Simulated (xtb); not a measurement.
H6BN, charge +1, doublet, at a GFN2-xTB geometry (a state made from the parent by changing its charge; the spin is typed, not shown lowest); GFN2-xTB (xtb).

The xtb input:
```
$ xtb mol.xyz --gfn 2 --chrg 1 --uhf 1 --grad --json

# file mol.xyz
8

B     -0.85103693     0.06096459    -0.05926607
N      0.70400636    -0.07680200     0.02198812
H     -1.31066910    -0.65817881    -0.86241623
H     -1.21010950     1.21525847    -0.09762284
H     -1.37179730     0.05664760     1.03233308
H      0.95897137    -1.04341522     0.24745522
H      1.13876401     0.53781366     0.71440043
H      1.12198069     0.12466532    -0.89173616
```

It wrote (shortened):

```
   ID    Z sym.   atoms
    1    5 B      1
    2    7 N      2
    3    1 H      3-8

           -------------------------------------------------
          |                Calculation Setup                |
           -------------------------------------------------

           -------------------------------------------------
          |                 G F N 2 - x T B                 |
           -------------------------------------------------

          ...................................................
          :                      SETUP                      :
          :.................................................:
          :  # basis functions                  14          :
          :  # atomic orbitals                  14          :
          :  # shells                           10          :
          :  # electrons                        13          :
          :  max. iterations                   250          :
          :  Hamiltonian                  GFN2-xTB          :
          :  restarted?                      false          :
          :  GBSA solvation                  false          :
          :  PC potential                    false          :
          :  electronic temp.          300.0000000     K    :
          :  accuracy                    1.0000000          :
          :  -> integral cutoff          0.2500000E+02      :
          :  -> integral neglect         0.1000000E-07      :
          :  -> SCF convergence          0.1000000E-05 Eh   :
          :  -> wf. convergence          0.1000000E-03 e    :
          :  Broyden damping             0.4000000          :
          :  net charge                          1          :
          :  unpaired electrons                  1          :
          ...................................................

 iter      E             dE          RMSdq      gap      omega  full diag
   1     -6.7297033 -0.672970E+01  0.774E+00   11.70       0.0  T
   2     -6.7893065 -0.596032E-01  0.455E+00   10.31       1.0  T
   3     -6.7998295 -0.105230E-01  0.205E+00   10.26       1.0  T
   4     -6.8049001 -0.507061E-02  0.634E-01    9.86       1.0  T
   5     -6.8049700 -0.698760E-04  0.260E-01    9.92       1.0  T
   6     -6.8050531 -0.831277E-04  0.397E-02   10.00       1.0  T
   7     -6.8050647 -0.116176E-04  0.160E-02    9.99       2.2  T
   8     -6.8050669 -0.216723E-05  0.275E-03    9.99      12.8  T
   9     -6.8050669 -0.275856E-07  0.103E-03    9.99      34.4  T
  10     -6.8050669 -0.835712E-08  0.346E-04    9.99     102.3  T
  11     -6.8050669 -0.110804E-08  0.437E-05    9.99     808.7  T

   *** convergence criteria satisfied after 11 iterations ***

         :::::::::::::::::::::::::::::::::::::::::::::::::::::
         ::                     SUMMARY                     ::
         :::::::::::::::::::::::::::::::::::::::::::::::::::::
         :: total energy              -6.719628085256 Eh    ::
         :: gradient norm              0.000044969073 Eh/a0 ::
         :: HOMO-LUMO gap              9.991663227848 eV    ::
         ::.................................................::
         :: SCC energy                -6.805066712374 Eh    ::
         :: -> isotropic ES            0.125020780350 Eh    ::
         :: -> anisotropic ES         -0.011603248554 Eh    ::
         :: -> anisotropic XC          0.005075648406 Eh    ::
         :: -> dispersion             -0.001377475602 Eh    ::
         :: repulsion energy           0.085438627119 Eh    ::
         :: add. restraining           0.000000000000 Eh    ::
         :: total charge               1.000000000000 e     ::
         :::::::::::::::::::::::::::::::::::::::::::::::::::::

           -------------------------------------------------
          |                Property Printout                |
           -------------------------------------------------

    * Orbital Energies and Occupations

         #    Occupation            Energy/Eh            Energy/eV
      -------------------------------------------------------------
         1        2.0000           -0.8686074             -23.6360
         2        2.0000           -0.7815239             -21.2663
         3        2.0000           -0.7788600             -21.1939
         4        2.0000           -0.7694565             -20.9380
         5        2.0000           -0.6944049             -18.8957
         6        2.0000           -0.6322015             -17.2031
         7        1.0000           -0.6033721             -16.4186 (HOMO)
         8                         -0.2361852              -6.4269 (LUMO)
         9                         -0.1040048              -2.8301
        10                         -0.0777091              -2.1146
        11                         -0.0626683              -1.7053
        12                         -0.0364915              -0.9930
        13                          0.1666166               4.5339
        14                          0.2779364               7.5630
      -------------------------------------------------------------
                  HL-Gap            0.3671869 Eh            9.9917 eV
             Fermi-level           -0.5187827 Eh          -14.1168 eV

     #   Z          covCN         q      C6AA      α(0)
     1   5 B        3.611     0.104    20.318     7.379
     2   7 N        3.407    -0.208    25.516     7.502
     3   1 H        0.938     0.001     3.046     2.729
     4   1 H        0.922     0.161     1.323     1.799
     5   1 H        0.922     0.161     1.323     1.799
     6   1 H        0.859     0.265     0.827     1.425
     7   1 H        0.859     0.252     0.874     1.464
     8   1 H        0.859     0.265     0.827     1.425

 Mol. C6AA /au·bohr⁶  :        266.617645
 Mol. C8AA /au·bohr⁸  :       5726.392324
 Mol. α(0) /au        :         25.521028

Wiberg/Mayer (AO) data.
largest (>0.10) Wiberg bond orders for each atom

 ---------------------------------------------------------------------------
     #   Z sym  total        # sym  WBO       # sym  WBO       # sym  WBO
 ---------------------------------------------------------------------------
     1   5 B    3.310 --     3 H    0.990     2 N    0.842     5 H    0.729
                             4 H    0.729
     2   7 N    3.595 --     7 H    0.925     8 H    0.909     6 H    0.909
                             1 B    0.842
     3   1 H    1.000 --     1 B    0.990
     4   1 H    0.912 --     1 B    0.729     5 H    0.171
     5   1 H    0.912 --     1 B    0.729     4 H    0.171
     6   1 H    0.930 --     2 N    0.909
     7   1 H    0.936 --     2 N    0.925
     8   1 H    0.930 --     2 N    0.909
 ---------------------------------------------------------------------------

Topologies differ in total number of bonds
Writing topology from bond orders to xtbtopo.mol

molecular dipole:
                 x           y           z       tot (Debye)
 q only:        0.358       0.224       0.280
   full:        0.787       0.269       0.388       2.332
molecular quadrupole (traceless):
                xx          xy          yy          xz          yz          zz
 q only:        3.032      -1.692      -1.319      -1.086      -0.055      -1.713
  q+dip:        1.629      -1.803      -0.586      -1.476       0.145      -1.042
   full:        2.232      -1.879      -0.864      -1.513      -0.479      -1.367

           -------------------------------------------------
          | TOTAL ENERGY               -6.719628085256 Eh   |
          | GRADIENT NORM               0.000044969073 Eh/α |
          | HOMO-LUMO GAP               9.991663227848 eV   |
           -------------------------------------------------

normal termination of xtb
```
